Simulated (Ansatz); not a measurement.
`CO[SiH](C)O[Si](O)(O)O` and `O[Si](O)(O)O` differ in one atom or group.

Ansatz, PBE0-D4/def2-TZVP geometries, multiplicity 1. Each molecule was computed in one conformer, which needn't be the lowest.

```tsv
property	`CO[SiH](C)O[Si](O)(O)O`
LUMO energy (ωB97M-V/def2-TZVPP) / eV	1.88
HOMO energy (B3LYP/def2-TZVPP) / eV	-7.91
size of the dipole moment (B3LYP/def2-TZVPP) / D	1.18
HOMO energy (PBE0/def2-TZVPP) / eV	-8.13
HOMO energy (ωB97M-V/def2-TZVPP) / eV	-10.48
size of the dipole moment (PBE/def2-TZVPP) / D	1.15
```

(1) Give the same properties after the change, and the shifts. (Best estimate.)

Results:

(1) Computed: 
```tsv
property	`O[Si](O)(O)O`	shift
LUMO energy (ωB97M-V/def2-TZVPP) / eV	1.94	0.06
HOMO energy (B3LYP/def2-TZVPP) / eV	-8.84	-0.93
size of the dipole moment (B3LYP/def2-TZVPP) / D	0.00	-1.18
HOMO energy (PBE0/def2-TZVPP) / eV	-9.12	-0.99
HOMO energy (ωB97M-V/def2-TZVPP) / eV	-11.59	-1.11
size of the dipole moment (PBE/def2-TZVPP) / D	0.00	-1.15
```

B3LYP here is the variant with VWN-RPA as its local correlation; programs differ in this.
